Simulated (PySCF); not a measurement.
These 2 structures share the formula C3H8GeO. Method: PBE0-D3(BJ)/def2-SVP geometry optimisation, gas phase (PySCF). Energies are electronic, without zero-point or thermal terms, for one conformer each. No frequencies were run at this level. Point groups hold within 0.08 Å.

Question: Order them by energy at this level, lowest first, and give relative energies in kJ/mol.
A. `[CH2:1]=[CH:2][GeH2:3][O:4][CH3:5]` with C1–C2–Ge3–O4 -117°, C2–Ge3–O4–C5 62°
B. `[GeH3:1][O:2][CH:3]1[CH2:4][CH2:5]1` with Ge1–O2–C3–C4 -149°

Answer: A (0.0), B (3.2).

As drawn, the lower has a C=C bond outside aromatic rings, which the higher lacks; the higher has a three-membered ring, which the lower lacks. Neighbours under 10 kJ/mol apart (C=[CH][GeH2][O]C and [GeH3][O]C1CC1) can change places with a better method, another conformer or zero-point energy.

```tsv
SMILES	E (Eh)	E rel (kJ/mol)	dipole (D)	point group	A, B, C (MHz)
C=[CH][GeH2][O]C	-2270.44325	0.0	1.78	C1	4934, 2277, 1735
[GeH3][O]C1CC1	-2270.44203	3.2	1.20	C1	11320, 1478, 1397
```

Question: As an exercise, what shares would exp(−E/RT) give at 298.15 K from these electronic energies alone (no entropy, no degeneracies)?

Answer: RT = 2.479 kJ/mol: C=[CH][GeH2][O]C 78.5 %, [GeH3][O]C1CC1 21.5 %.
